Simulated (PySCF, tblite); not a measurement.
Isomers of C6H9NOSi. All values are computed: GFN2-xTB (tblite) harmonic vibrations without scaling, gas phase. Errors from tens to a few hundred cm⁻¹ against measured bands are possible. Modes of hydrogen on silicon can be 10 to 20 % off. One conformer each.

Electronic energies: PBE0/pcSseg-1 single points on the GFN2-xTB geometries (PySCF, gas phase).

| SMILES | electronic energy, lowest = 0 (kcal/mol) |
| --- | --- |
| C=C(CC(C)=O)[SiH2]C#N | 3.8 |
| C#C[Si@@H](C#N)CCOC | 34.7 |
| C=C(C#N)C[SiH2]C(C)=O | 14.1 |
| N#C/C=C/C(=O)CC[SiH3] | 14.4 |
| N#C[C@@H]1C[C@H](C=O)C[SiH2]1 | 0.0 |

How do GFN2-xTB zero-point energies change the relative energies?

| SMILES | ZPE (kcal/mol) | of it from modes above 1550 cm⁻¹ | electronic (kcal/mol) | with ZPE, lowest = 0 (kcal/mol) | lowest mode (cm⁻¹) | rings |
| --- | --- | --- | --- | --- | --- | --- |
| N#C[C@@H]1C[C@H](C=O)C[SiH2]1 | 84.3 | 42.1 | 0.0 | 0.0 | 85 | 1 |
| C=C(CC(C)=O)[SiH2]C#N | 81.8 | 45.0 | 3.8 | 1.3 | 47 | 0 |
| C=C(C#N)C[SiH2]C(C)=O | 81.2 | 45.2 | 14.1 | 11.0 | 15 | 0 |
| N#C/C=C/C(=O)CC[SiH3] | 80.3 | 43.6 | 14.4 | 10.4 | 27 | 0 |
| C#C[Si@@H](C#N)CCOC | 82.8 | 44.1 | 34.7 | 33.2 | 45 | 0 |

The zero-point energies span 4.0 kcal/mol, from `N#C/C=C/C(=O)CC[SiH3]` to `N#C[C@@H]1C[C@H](C=O)C[SiH2]1`. The lowest isomer stays, but the order above it changes.

And how do the electronic energies of GFN2-xTB itself compare?

`N#C[C@@H]1C[C@H](C=O)C[SiH2]1` 0.0; `C=C(CC(C)=O)[SiH2]C#N` 21.1; `C=C(C#N)C[SiH2]C(C)=O` 26.9; `N#C/C=C/C(=O)CC[SiH3]` 17.6; `C#C[Si@@H](C#N)CCOC` 53.8 kcal/mol, lowest = 0. Against the energies above, taken from the same isomer `N#C[C@@H]1C[C@H](C=O)C[SiH2]1`, the largest difference is 19.1 kcal/mol.

What do entropy and thermal enthalpy add at 298.15 K and 1 bar (rigid rotor, harmonic oscillator, one conformer each)?

```json
{"SMILES": "N#C[C@@H]1C[C@H](C=O)C[SiH2]1", "point group": "C1", "symmetry number": "1", "S (cal/(mol K))": "94.2", "H − H(0) (kcal/mol)": "6.54", "ZPE + H − H(0) − TS (kcal/mol)": "62.7"}
{"SMILES": "C=C(CC(C)=O)[SiH2]C#N", "point group": "C1", "symmetry number": "1", "S (cal/(mol K))": "105.0", "H − H(0) (kcal/mol)": "7.72", "ZPE + H − H(0) − TS (kcal/mol)": "58.2"}
{"SMILES": "N#C/C=C/C(=O)CC[SiH3]", "point group": "C1", "symmetry number": "1", "S (cal/(mol K))": "108.0", "H − H(0) (kcal/mol)": "7.73", "ZPE + H − H(0) − TS (kcal/mol)": "55.9"}
{"SMILES": "C#C[Si@@H](C#N)CCOC", "point group": "C1", "symmetry number": "1", "S (cal/(mol K))": "108.8", "H − H(0) (kcal/mol)": "8.17", "ZPE + H − H(0) − TS (kcal/mol)": "58.6"}
```

Not tabulated: `C=C(C#N)C[SiH2]C(C)=O` (lowest mode only 15 cm⁻¹).
